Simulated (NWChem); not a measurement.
# NbF4 cation; SMILES [F][Nb+]([F])([F])[F]

```xyz
5

Nb     0.0002     0.0000     0.0000
F      1.1736     0.8413    -1.0531
F      0.8695    -1.1293     1.0783
F     -1.1583    -0.9128    -1.0092
F     -0.8849     1.2008     0.9839
```
Atoms are numbered in this order, from 1.

All runs: NWChem. Geometry: optimised at PBE0/def2-SVP. The spin multiplicity was typed, not searched, and may not be the lowest. def2 effective core potentials on Nb; no spin-orbit coupling. Vertical excitations in the gas phase.

### Question
Estimate the computed values for B3LYP/def2-SVP, TDA. Quantities: lowest excitation, singlet (eV); oscillator strength of that lowest state; orbital gap (eV).

### Answer
```
Item                                      Result
----------------------------------------  ------
lowest excitation, singlet (eV)             7.42
oscillator strength of that lowest state   0.000
orbital gap (eV)                            9.04
```
